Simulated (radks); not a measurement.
The numbers below are computed, except where a source is named.
Isoelectronic series with 5 electrons, each ion in its NIST ground configuration. Level of theory: Dirac Kohn-Sham, BLYP, spin-unpolarised, spherical densities, point nucleus; open shells fill j = l - 1/2 first (a radial shooting solver on a logarithmic mesh with Libxc functionals). Total energies (hartree) and mean radii <r> (bohr) (* marks an orbital that is empty in some or all of the ions):

| ion | configuration | E (hartree) | 2p3/2* | 2p1/2 | 2s1/2 | 1s1/2 |
|---|---|---|---|---|---|---|
| N2+ | [He] 2s2 2p1 | -52.95914 | 1.137 | 1.136 | 1.172 | 0.2294 |
| Mg7+ | [He] 2s2 2p1 | -172.14807 | 0.5247 | 0.5235 | 0.5891 | 0.1300 |
| Cl12+ | [He] 2s2 2p1 | -360.88700 | 0.3430 | 0.3413 | 0.3933 | 0.09044 |
| Ti17+ | [He] 2s2 2p1 | -620.00383 | 0.2549 | 0.2527 | 0.2946 | 0.06918 |
| Co22+ | [He] 2s2 2p1 | -950.66171 | 0.2027 | 0.2001 | 0.2350 | 0.05589 |
| Ge27+ | [He] 2s2 2p1 | -1354.37882 | 0.1682 | 0.1652 | 0.1950 | 0.04677 |
| Rb32+ | [He] 2s2 2p1 | -1833.06228 | 0.1437 | 0.1401 | 0.1661 | 0.04011 |
| Mo37+ | [He] 2s2 2p1 | -2389.05364 | 0.1253 | 0.1213 | 0.1443 | 0.03501 |
| Ag42+ | [He] 2s2 2p1 | -3025.18820 | 0.1110 | 0.1065 | 0.1272 | 0.03098 |
| Te47+ | [He] 2s2 2p1 | -3744.87170 | 0.09956 | 0.09460 | 0.1133 | 0.02770 |
| La52+ | [He] 2s2 2p1 | -4552.1798 | 0.09019 | 0.08473 | 0.1018 | 0.02497 |
| Sm57+ | [He] 2s2 2p1 | -5451.9880 | 0.08238 | 0.07640 | 0.09216 | 0.02266 |
| Ho62+ | [He] 2s2 2p1 | -6450.1423 | 0.07576 | 0.06924 | 0.08385 | 0.02067 |
| Hf67+ | [He] 2s2 2p1 | -7553.6877 | 0.07006 | 0.06300 | 0.07661 | 0.01892 |
